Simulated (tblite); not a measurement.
Species: C₅H₆FO₂ (doublet state).
Atom-mapped SMILES: `[CH3:1][O:2][C:3]1=[CH:4][O:5][C:6]([F:7])[CH2:8]1` (hydrogens: H9, H10, H11 on C1; H12 on C4; H13, H14 on C8)
Bond orders are those of one Lewis drawing.

Computed with GFN2-xTB (tblite), gas phase: L-BFGS steps from a force-field or distance-geometry start until the largest atomic force falls under 0.01 eV/Å.

Step 29: E = -722.3724 eV
```
atom  x, y, z in Å  |  force x, y, z in eV/Å
C1     -2.3209    0.0525   -0.0959    0.003  -0.004  -0.007
O2     -1.1927    0.7688   -0.5458    0.009   0.008  -0.007
C3      0.0035    0.1752   -0.3628    0.003   0.019   0.010
C4      0.3223   -1.0275    0.1447    0.004  -0.004   0.017
O5      1.6715   -1.2365    0.1810   -0.002  -0.034  -0.024
C6      2.2800   -0.0777   -0.2136   -0.005  -0.020   0.002
F7      3.4166   -0.2962   -0.9199   -0.011   0.014  -0.013
C8      1.2677    0.8983   -0.7440    0.002  -0.006   0.008
H9     -3.1794    0.6915   -0.2918   -0.006  -0.003  -0.007
H10    -2.2535   -0.1576    0.9754    0.014   0.009   0.008
H11    -2.4299   -0.8910   -0.6373   -0.005  -0.013  -0.020
H12    -0.2789   -1.8306    0.5229    0.005   0.018   0.028
H13     1.3541    1.0460   -1.8293    0.011   0.014   0.013
H14     1.3389    1.8843   -0.2755   -0.022   0.001  -0.008
```

Step 30: E = -722.3726 eV
```
atom  x, y, z in Å  |  force x, y, z in eV/Å
C1     -2.3212    0.0520   -0.0967    0.011   0.002  -0.007
O2     -1.1924    0.7674   -0.5464   -0.002   0.039  -0.020
C3      0.0041    0.1756   -0.3622   -0.009   0.003   0.010
C4      0.3222   -1.0270    0.1459    0.011   0.000   0.011
O5      1.6712   -1.2368    0.1805    0.013  -0.032  -0.019
C6      2.2804   -0.0781   -0.2143   -0.010  -0.025   0.005
F7      3.4159   -0.2973   -0.9220   -0.011   0.014  -0.013
C8      1.2680    0.8986   -0.7435   -0.002  -0.011   0.010
H9     -3.1800    0.6909   -0.2919    0.002  -0.002  -0.009
H10    -2.2522   -0.1568    0.9744    0.007  -0.002   0.019
H11    -2.4303   -0.8912   -0.6382   -0.007  -0.021  -0.018
H12    -0.2792   -1.8292    0.5250    0.002   0.013   0.029
H13     1.3544    1.0475   -1.8284    0.011   0.014   0.007
H14     1.3383    1.8840   -0.2741   -0.016   0.007  -0.004
```

Step 31: E = -722.3728 eV
```
atom  x, y, z in Å  |  force x, y, z in eV/Å
C1     -2.3213    0.0511   -0.0980    0.018   0.008  -0.005
O2     -1.1921    0.7660   -0.5480   -0.013   0.060  -0.027
C3      0.0048    0.1762   -0.3612   -0.020  -0.017   0.007
C4      0.3223   -1.0262    0.1480    0.014   0.006   0.001
O5      1.6710   -1.2376    0.1799    0.024  -0.022  -0.013
C6      2.2808   -0.0792   -0.2153   -0.013  -0.024   0.007
F7      3.4144   -0.2989   -0.9258   -0.009   0.012  -0.012
C8      1.2686    0.8989   -0.7426   -0.007  -0.014   0.010
H9     -3.1807    0.6899   -0.2922    0.012  -0.003  -0.010
H10    -2.2500   -0.1558    0.9732   -0.003  -0.014   0.020
H11    -2.4311   -0.8920   -0.6398   -0.005  -0.019  -0.009
H12    -0.2796   -1.8270    0.5287   -0.001   0.006   0.029
H13     1.3551    1.0505   -1.8269    0.009   0.010   0.001
H14     1.3372    1.8836   -0.2719   -0.006   0.012   0.002
```

Question: Estimate the geometry and energy of step 32. (The exact step hangs on the optimiser's Hessian estimate; all steps are aligned on step 31, rigid shifts and turns removed.)

Answer: E = -722.3731 eV, largest force 0.060 eV/Å
```
atom  x, y, z in Å  |  force x, y, z in eV/Å
C1     -2.3211    0.0501   -0.0996    0.019   0.012  -0.003
O2     -1.1919    0.7651   -0.5507   -0.017   0.054  -0.021
C3      0.0052    0.1768   -0.3602   -0.022  -0.029   0.000
C4      0.3226   -1.0250    0.1508    0.009   0.007  -0.010
O5      1.6710   -1.2386    0.1797    0.021  -0.007  -0.007
C6      2.2811   -0.0807   -0.2167   -0.012  -0.014   0.003
F7      3.4122   -0.3011   -0.9311   -0.008   0.009  -0.010
C8      1.2690    0.8992   -0.7413   -0.011  -0.011   0.008
H9     -3.1812    0.6887   -0.2929    0.020  -0.004  -0.011
H10    -2.2476   -0.1550    0.9720   -0.011  -0.022   0.009
H11    -2.4323   -0.8933   -0.6417    0.003  -0.007   0.005
H12    -0.2799   -1.8243    0.5337   -0.002   0.002   0.028
H13     1.3560    1.0547   -1.8250    0.007   0.001  -0.001
H14     1.3362    1.8831   -0.2688    0.004   0.010   0.008
```

The energy changes by -0.0003 eV. The first-order estimate −F·Δx gives -0.0004 eV and the mean of the old and new forces, exact on a quadratic surface, -0.0003 eV. The step makes an angle of 74° with the force vector and moves no atom by more than 0.006 Å.

The cost below is that of the whole relaxation. The run took 0.29 s wall on Arm Neoverse V1, one thread, on a shared host.
